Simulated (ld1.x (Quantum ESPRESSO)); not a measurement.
## iridium (Ir): excitation energies, all-electron against PAW

| Property | Result |
| --- | --- |
| Element | Ir (Z = 77) |
| Generator | ld1.x (Quantum ESPRESSO) 7.5 |
| Type | PAW |
| Functional | LDA (PZ) |
| Relativity | scalar-relativistic |
| Frozen core | [Xe] 4f14 |
| Valence charge | 9 |
| Reference configuration | 5d7 6s1.75 6p0.25 |
| Partial waves | 6s (bound): rcut 2.15, rcutus 2.75 bohr; 6s channel at 4.45 Ry: rcut 2.15, rcutus 2.75 bohr; 6p (bound): rcut 3.10, rcutus 3.60 bohr; 6p channel at 1.4 Ry: rcut 3.10, rcutus 3.60 bohr; 5d (bound): rcut 1.90, rcutus 2.10 bohr; 5d channel at 0.45 Ry: rcut 1.90, rcutus 2.10 bohr |
| Local potential | all-electron potential smoothed inside 1.95 bohr (lloc = -2) |
| Core correction | Bessel-smoothed model core, default radius (core density twice the valence density) |
| Augmentation charge | PSQ, inside the norm-conserving radii |

Energies are relative to the spin-unpolarised reference configuration 5d7 6s1.75 6p0.25; without spin polarisation the order of configurations can differ from experiment. Spin-polarised rows fill each open shell by Hund’s rule, majority spin first.

```json
{"valence configuration": "5d7 6s2 6p0", "charge": "0", "ΔE all-electron (eV)": "-1.318", "error AE − PS (meV)": "+0.4"}
{"valence configuration": "5d7 6s1 6p0", "charge": "+1", "ΔE all-electron (eV)": "8.867", "error AE − PS (meV)": "-3.6"}
{"valence configuration": "5d7 6s0 6p0", "charge": "+2", "ΔE all-electron (eV)": "26.717", "error AE − PS (meV)": "-13"}
{"valence configuration": "5d7.5 6s1.5 6p0", "charge": "0", "ΔE all-electron (eV)": "-1.576", "error AE − PS (meV)": "-5.9"}
{"valence configuration": "5d7 6s0 6p2", "charge": "0", "ΔE all-electron (eV)": "9.873", "error AE − PS (meV)": "-3.6"}
{"valence configuration": "5d8 6s1 6p0", "charge": "0", "ΔE all-electron (eV)": "-1.594", "error AE − PS (meV)": "-21"}
{"valence configuration": "5d7 6s1.75 6p0.25 (spin-polarised)", "charge": "0", "ΔE all-electron (eV)": "-1.320", "error AE − PS (meV)": "-9.5"}
```

**Question.** What are ΔE and the potential's error for 5d8 6s0 6p0?

**Answer.** ΔE = 7.707 eV all-electron; the error (AE − PS) is -36 meV.

**Question.** What are ΔE and the potential's error for 5d7 6s2 6p0 (spin-polarised)?

**Answer.** ΔE = -2.470 eV all-electron; the error (AE − PS) is -9.0 meV.

Levels in the configuration 5d7 6s1.75 6p0.25 (spin-polarised):

```tsv
level	all-electron (eV)	pseudo (eV)
5d up	-8.493	-8.489
6s up	-7.357	-7.357
6p up	-1.824	-1.824
5d down	-6.848	-6.857
6s down	-6.345	-6.346
```
